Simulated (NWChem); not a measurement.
# Atomisation of 1,1,1,2-tetrafluoroethane (C$_{2}$H$_{2}$F$_{4}$)

```xyz
8

F      1.0611    -1.6289     0.0000
C     -0.2105    -1.1548     0.0000
C     -0.1972     0.3586     0.0000
F      0.4164     0.8438     1.0759
F      0.4164     0.8438    -1.0759
F     -1.4562     0.8049     0.0000
H     -0.7469    -1.4971     0.8994
H     -0.7469    -1.4971    -0.8994
```
Charge 0, spin multiplicity 1.

Everything below was run with NWChem. All single points use one geometry, from PBE0/def2-SVP, a minimum by its harmonic frequencies.

Basis set: def2-TZVP. The atomisation energy is electronic alone: no zero-point, thermal, spin-orbit or counterpoise terms. No value is extrapolated to the basis-set limit. Free atoms are single determinants with multiplicities F 2, C 3, H 2. Correlated methods freeze the same cores in atoms and molecule, 6 orbitals in all.

The cost column gives rough processor time relative to PBE0; each entry includes its own SCF. Costs are the molecule's.

B3LYP has NWChem's definition, with VWN1-RPA local correlation. GW and range-separated runs recompute their integrals, the others keep them in memory, which bears on the times. No SCF solution was tested for a lower state. Open-shell Hartree-Fock references start from PBE0 orbitals; any time given for them includes that run.

| method | atomisation energy (kcal/mol) | relative cost |
|---|---|---|
| PBE0 | 762.8 | 1 |
| BHandHLYP | 714.0 | under 3 |
| LDA (SVWN5) | [?] | under 3 |
| B3LYP | 750.6 | under 3 |
| PBE | [?] | under 3 |
| r2SCAN | 765.2 | under 3 |
| HF | 526.3 | under 3 |
| MP2 | [?] | 5 |
| CAM-B3LYP | 764.2 | 20 |

Task: Some entries are withheld; supply them.

Result: 
- LDA (SVWN5), atomisation energy (kcal/mol): 920.7
- PBE, atomisation energy (kcal/mol): 791.1
- MP2, atomisation energy (kcal/mol): 767.4
